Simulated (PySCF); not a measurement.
From one molecule to another.

First species: C3H10OSi4.
Geometry (GFN2-xTB, Å), atoms numbered from 1 in this order:
```xyz
18
C3H10OSi4 angstrom
C     -2.7854   -1.0825    0.0274
C     -2.2110   -0.0598    0.6449
Si    -0.3971    0.3927    0.4044
C     -0.0855    1.9633    1.4237
O      1.0177    2.4694    1.4350
Si     0.5507    0.7640   -1.7472
Si     2.3708   -0.6220   -1.1553
Si     1.3749   -1.1093    0.9309
H     -2.2324   -1.7088   -0.6553
H     -3.8227   -1.3453    0.1670
H     -2.8188    0.5343    1.3201
H     -0.8958    2.4349    2.0202
H      0.8324    2.1561   -2.1127
H     -0.2880    0.2875   -2.8591
H      2.6116   -1.7790   -2.0321
H      3.6887    0.0213   -1.1080
H      2.1359   -0.8086    2.1475
H      0.9452   -2.5020    1.1371
```

Second species: C7H7ClS.
SMILES: `C=C(C)c1ccc(Cl)s1`

Levels: PBE0/pcSseg-1 for dipole moment, HOMO energy, LUMO energy and HOMO–LUMO gap; GFN2-xTB for rotational constant A and rotational constant C. Geometries: GFN2-xTB. Each structure is a single optimised conformer of the isolated species, non-relativistic unless stated; the electronic structure was computed with PySCF and density fitting.

Dipoles, sizes and rotational constants follow the conformer. The torsions of the flexible species, by atom-mapped SMILES:
- `[CH2:1]=[CH:2][Si:3]1([CH:4]=[O:5])[SiH2:6][SiH2:7][SiH2:8]1`: C1–C2–Si3–C4 177°, C2–Si3–C4–O5 180°
- `[CH2:1]=[C:2]([CH3:3])[c:4]1[cH:5][cH:6][c:7]([Cl:8])[s:9]1`: C1–C2–C4–C5 179°

Values for the first species:

| Property | Result |
| --- | --- |
| Dipole moment | 2.80 D |
| HOMO energy | -6.87 eV |
| LUMO energy | -1.94 eV |
| HOMO–LUMO gap | 4.93 eV |
| Rotational constant A | 1.111 GHz |
| Rotational constant C | 0.697 GHz |

(1) Estimate the same properties for the second species, and the change in each.

Answers

(1) 
```json
{"property": "dipole moment", "first": "2.80 D", "second": "2.00 D", "second less first": "-0.80 D"}
{"property": "HOMO energy", "first": "-6.87 eV", "second": "-6.32 eV", "second less first": "+0.55 eV"}
{"property": "LUMO energy", "first": "-1.94 eV", "second": "-1.41 eV", "second less first": "+0.53 eV"}
{"property": "HOMO–LUMO gap", "first": "4.93 eV", "second": "4.91 eV", "second less first": "-0.02 eV"}
{"property": "rotational constant A", "first": "1.111 GHz", "second": "3.388 GHz", "second less first": "+2.277 GHz"}
{"property": "rotational constant C", "first": "0.697 GHz", "second": "0.556 GHz", "second less first": "-0.141 GHz"}
```

On the first: In atomic units the dipole is 1.10 e·bohr (1 au = 2.5417 D).

On the second: The dipole matches unit charges of opposite sign 0.42 Å apart (1 e·Å = 4.8032 D).
